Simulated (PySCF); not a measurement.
## CH5F3O3Si3

CH5F3O3Si3 is a molecule, neutral, singlet. The structure, one conformer, was relaxed in the gas phase by PBE0-D3(BJ)/def2-SVP. No frequency run checks that it is a minimum.

SMILES: FC(F)(F)[SiH]1O[SiH2]O[SiH2]O1

```csv
atom,x (Å),y (Å),z (Å)
O1,0.051,0.676,1.390
Si2,1.612,1.004,0.886
O3,2.011,-0.172,-0.219
Si4,1.230,-1.517,-0.803
O5,-0.295,-1.527,-0.114
Si6,-1.072,-0.341,0.733
C7,-2.034,0.709,-0.559
F8,-2.954,0.005,-1.229
F9,-2.654,1.759,-0.007
F10,-1.162,1.193,-1.468
H11,2.512,0.920,2.063
H12,1.664,2.337,0.238
H13,1.946,-2.745,-0.375
H14,1.113,-1.425,-2.279
H15,-1.978,-0.900,1.757
```

Shieldings: GIAO PBE0/pcSseg-1. Shifts are against computed references at the same level: C TMS (σ 184.4 ppm), H TMS (σ 31.27 ppm), Si TMS (σ 352.0 ppm). Core levels by delta-SCF with SCAN, pcX-2 on the ionised atom and pcseg-1 elsewhere, spin-free X2C (2p3/2 is the spin-free 2p value less a third of a first-order spin-orbit splitting); from the vacuum level, for chosen atoms.

Q: Give the NMR and core-level values of the distinct atoms.

A: 
```csv
atoms,bonded to,σ (ppm),δ (ppm),core level (eV)
O1 O5,2 Si,248.3,-,1s 538.53
Si2,2 O + 2 H,380.8,-28.8,2p3/2 108.54
O3,2 Si,250.4,-,1s 538.39
Si4,2 O + 2 H,380.8,-28.8,-
Si6,1 C + 2 O + 1 H,398.8,-46.8,2p3/2 108.72
C7,3 F + 1 Si,53.9,130.5,1s 297.51
F8,1 C,263.4,-,-
F9,1 C,262.9,-,-
F10,1 C,261.9,-,-
H11,1 Si,26.04,5.22,-
H12,1 Si,25.99,5.27,-
H13,1 Si,26.03,5.24,-
H14,1 Si,26.00,5.27,-
H15,1 Si,26.44,4.83,-
```

Values are those of this one static structure; atoms that internal rotation interchanges would show their mean in an NMR spectrum.

Q: By CAM-B3LYP/def2-SVPD (TDDFT singlets, Tamm-Dancoff triplets, ionisation by delta-SCF), where does absorption start, and what does vertical ionisation take?

A: The first singlet with intensity lies at 7.84 eV (f 0.025); what lies below it is dark. The lowest singlet lies at 7.67 eV (f 0.001), the strongest of the first 6 at 7.84 eV (f 0.025), the lowest triplet at 7.26 eV; vertical ionisation takes 10.93 eV.

The 3 runs behind this took 14 min in all, one thread each of Arm Neoverse N1 on a shared host, launched as `OMP_NUM_THREADS=1 python cluster_run.py task.json out`.
